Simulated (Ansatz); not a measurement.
A run for Ansatz (a quantum-chemistry and plane-wave program): R-PBE0/def2-TZVPPD on stibine (SMILES [SbH3]) with ghost functions. Elements past Kr take the def2 small-core potentials; no spin–orbit coupling. Files ending in .json are basis or fitting sets from the Basis Set Exchange.

Ansatz 0.2 input:
```yaml
crystal:
  periodic: [false, false, false]
  atoms:
    - {symbol: Sb, position_ang: [0.22394888, 0.32125395, -0.13390027]}
    - {symbol: H, position_ang: [0.59055616, -0.92334056, -1.25541558]}
    - {symbol: H, position_ang: [-1.02003560, -0.62812732, 0.56695652]}
    - {symbol: H, position_ang: [1.37319886, -0.29508383, 0.97941779]}
basis:
  gaussian:
    orbitals: def2-TZVPPD.json
    ghost_atoms:
      - {symbol: O, position_ang: [-0.17752588, -1.57574180, 3.86097764]}
      - {symbol: C, position_ang: [-0.30290135, -0.44830941, 3.62580289]}
      - {symbol: O, position_ang: [-0.42927364, 0.68194620, 3.39409675]}
hamiltonian:
  xc: {name: PBE0}
scf: {lower_state_search: off}
```

It printed:

```
WARN ansatz: RAYON_NUM_THREADS=1 ignored (pool sized by the plan → 1); use --threads N
Functional definition: PBE0
these checks for a lower state are left out or cut short: stability, starts, cluster_reference, orbital_swaps, neighbouring_geometries, increment
integrals: 0.13 GiB planned
1180 factors; their error is unknown
mean field: 1.10 GiB planned
mean field evaluation 1: about -6585.6012 eV, gradient 8.5e0 eV
mean field evaluation 2: about -6585.7142 eV, gradient 6.9e0 eV
mean field evaluation 4: about -6585.8196 eV, gradient 2.3e-1 eV
mean field evaluation 8: about -6585.9852 eV, gradient 5.2e-2 eV
mean field -6585.98521167 eV, -242.0304923878 hartree, gradient 3.9e-6 eV, S^2 0.000000; 0 other end points of the search recorded, 0 dependent functions left out
reference -6585.98524320 eV, -242.0304935463 hartree; 13, 13 occupied and 211, 211 virtual orbitals, 1180 factors
Total energy: -6585.98524320 eV, -242.0304935463 hartree
Checks for a lower state left out: stability, starts, cluster_reference, orbital_swaps, neighbouring_geometries, increment
```

The calculation finished and met its thresholds.

Cost: very roughly 2.9 core-seconds.
